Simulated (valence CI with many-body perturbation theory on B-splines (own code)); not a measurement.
# Missing levels of Tm LXV

Calculated by valence CI with perturbative core correlation (CI+MBPT): three valence electrons over a frozen Dirac-Fock core [He], a basis of 11 s, 11 p, 9 d, 7 f, 5 g, 2 h, 1 i functions for each j, with the one-electron correlation potential Σ1 (screened to all orders), the two-electron term Σ2, the three-electron term Σ3, Breit, model QED; selected single and double excitations, second order for the rest (own B-spline code, finite nucleus).

The last digits are not significant, and no measured levels were compared; by estimate large intervals hold to a few tenths of a per cent, small ones and those within an open d or f shell to about a per cent.

```csv
Level,E (eV)
(2s^2 2p1/2) J=1/2,0.0
(2s 2p1/2^2) J=1/2,240.8
(2s^2 2p3/2) J=3/2,?
(2s 2p1/2 2p3/2) J=3/2 [a],1233.6
(2s 2p1/2 2p3/2) J=5/2,?
(2s 2p1/2 2p3/2) J=1/2,1338.5
(2s 2p1/2 2p3/2) J=3/2 [b],1340.5
(2p1/2^2 2p3/2) J=3/2,1591.7
(2s 2p3/2^2) J=5/2,2316.1
(2s 2p3/2^2) J=1/2,?
(2s 2p3/2^2) J=3/2,2416.8
(2p1/2 2p3/2^2) J=3/2,?
(2p1/2 2p3/2^2) J=5/2,2633.9
(2p1/2 2p3/2^2) J=1/2,2686.3
(2p3/2^3) J=3/2,3716.6
(2s^2 3s) J=1/2,9033.8
(2s^2 3p1/2) J=1/2,9114.3
(2s 2p1/2 3s) J=1/2 [a],?
(2s 2p1/2 3s) J=3/2,?
(2s 2p1/2 3s) J=1/2 [b],9248.7
```

Levels are named by their leading jj configuration (3d3/2^4 stands for four electrons in 3d with j = 3/2), which in mixed levels can hold well under half, so a name can repeat and another be missing. Letters in brackets count levels of one name in rising energy.

(1) The levels stand in rising order. What does the calculation give for the missing energies?

## Answers

(1) (2s^2 2p3/2) J=3/2 1064.7; (2s 2p1/2 2p3/2) J=5/2 1272.6; (2s 2p3/2^2) J=1/2 2416.1; (2p1/2 2p3/2^2) J=3/2 2611.5; (2s 2p1/2 3s) J=1/2 [a] 9194.8; (2s 2p1/2 3s) J=3/2 9220.7.
